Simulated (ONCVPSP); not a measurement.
u(r) = r·R(r): atom against pseudo-atom (beryllium)

Columns: radius, all-electron u(r) and pseudo u(r) of the 2p shell (level -2.16 eV) of beryllium in the configuration 1s2 2s1.75 2p0.25; PBE, scalar-relativistic, ONCV scheme, ONCVPSP 4.0.1.

```csv
r (bohr),all-electron,pseudo
0.188,0.0384,0.0146
0.375,0.1125,0.0563
0.562,0.1927,0.1196
0.750,0.2682,0.1972
0.938,0.3341,0.2798
1.125,0.3891,0.3586
1.312,0.4358,0.4272
1.500,0.4733,0.4818
1.688,0.5013,0.5204
1.875,0.5201,0.5436
2.062,0.5310,0.5537
2.250,0.5350,0.5538
2.438,0.5330,0.5467
2.625,0.5262,0.5349
2.812,0.5155,0.5204
3.000,0.5017,0.5040
3.188,0.4856,0.4864
3.375,0.4679,0.4681
3.562,0.4491,0.4491
3.750,0.4296,0.4296
3.938,0.4098,0.4098
4.125,0.3901,0.3901
4.312,0.3706,0.3706
4.500,0.3514,0.3514
4.688,0.3326,0.3326
4.875,0.3146,0.3146
```

How many radial nodes do the two functions have?

The all-electron 2p function has n − l − 1 = 0; the pseudo-wave has 0.

At about which radius was the pseudo-wave matched?

3.75 bohr. The columns agree to 0.0005 from 3.38 bohr on; several derivatives are matched, so the curves merge somewhat inside the radius.

Is the pseudo-wave norm-conserving?

Yes: the ONCV scheme keeps the norm inside the radius equal to the all-electron one, which fixes the energy derivative of the logarithmic derivative at the level.
